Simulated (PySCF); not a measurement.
Work out the structure from these simulated measurements.

Elements present: C, Ge and H. Monoisotopic mass: 134.0151 u.

| Property | Result |
| --- | --- |
| Rotational structure | rotational constants A, B, C: 3.803, 2.394, 1.990 GHz [PBE0-D3(BJ)/def2-SVP] |
| XPS | C1s 289.9, C1s 289.9 (×2), C1s 290.5 eV [ΔSCF SCAN, pcX-2 on the ionised atom, pcseg-1 elsewhere, spin-free X2C] |
| Triplet | lowest triplet excitation (Tamm–Dancoff): 7.31 eV [TDA CAM-B3LYP/def2-SVPD] |
| 13C NMR | chemical shifts (computed TMS as zero) by class: 10.8 (1 C), 10.3 (1 C), -5.6 (2 C) ppm [GIAO B3LYP/pcSseg-1] |
| UV, first state | lowest singlet excitation: 7.49 eV (166 nm, f = 0.021) [TDDFT CAM-B3LYP/def2-SVPD] |
| Polarisability | 81.1 au [CAM-B3LYP/def2-SVPD] |
| Valence photoelectron | vertical ionisation energy: 9.88 eV [ΔSCF CAM-B3LYP/def2-SVPD] |
| Dipole | 0.47 D [CAM-B3LYP/def2-SVPD] |

Electronic properties: PySCF, gas phase, density fitting. Levels stand in brackets. The structure is a single PBE0-D3(BJ)/def2-SVP conformer in the gas phase; no vibrational or solvent corrections. The calculation (core ionisation apart) is non-relativistic and has no spin–orbit coupling, an omission that weighs most on germanium. NMR values are class means; diastereotopic atoms form classes of their own.

**Question.** Which formula fits the mass and the elements?

**Answer.** C4H12Ge (calculated 134.0151). No other formula that holds each of these elements comes within 0.0003 u with a fitting electron parity and a possible valence count.

**Question.** What is the compound? Reason from the data.

**Answer.** Numbering: `[CH3:1][CH2:2][GeH:3]([CH3:4])[CH3:5]`. 4 carbons fall into 3 classes; from least to most shielded: sp3 carbon bound to germanium [C2] (10.8 ppm), methyl carbon [C1] (10.3 ppm), sp3 carbon bound to germanium [C4/C5] (-5.6 ppm, 2 C). The core levels belong to: C1s 289.9 eV, sp3 carbon bound to germanium [C2]; C1s 289.9 eV, sp3 carbon bound to germanium [C4/C5]; C1s 290.5 eV, methyl carbon [C1]. One atom of each topological class was ionised and stands for its class. No core level of Ge was computed. The first electron is taken from the HOMO, whose largest Löwdin shares are 0.34 on an sp3 carbon bound to germanium, 0.20 on the germanium bonded to 3 C and H, 0.10 on the methyl carbon and 0.07 on an sp3 carbon bound to germanium. By its constants the optimised geometry is an asymmetric top. Structure: `C[CH2][GeH]([CH3])[CH3]`. Computed isomers that give other values at the same levels: `CC[C@H](C)[GeH3]` (core binding energies: C1s 290.2, C1s 290.5, C1s 290.5, C1s 290.5 eV); `CCC[CH2][GeH3]` (rotational constant A: 7.570 GHz; this holds for the one conformer computed); `[H][Ge]([H])([H])[C](C)(C)C` (core binding energies: C1s 290.3, C1s 290.5 (×3) eV). The assignments are read from this structure; whether some other isomer fits the data as well wasn't checked. NMR values of atoms bound to Ge lack the spin–orbit term that these neighbours bring.

Shape of the structure used: `[CH3:1][CH2:2][GeH:3]([CH3:4])[CH3:5]`: C1–C2–Ge3–C4 63°.
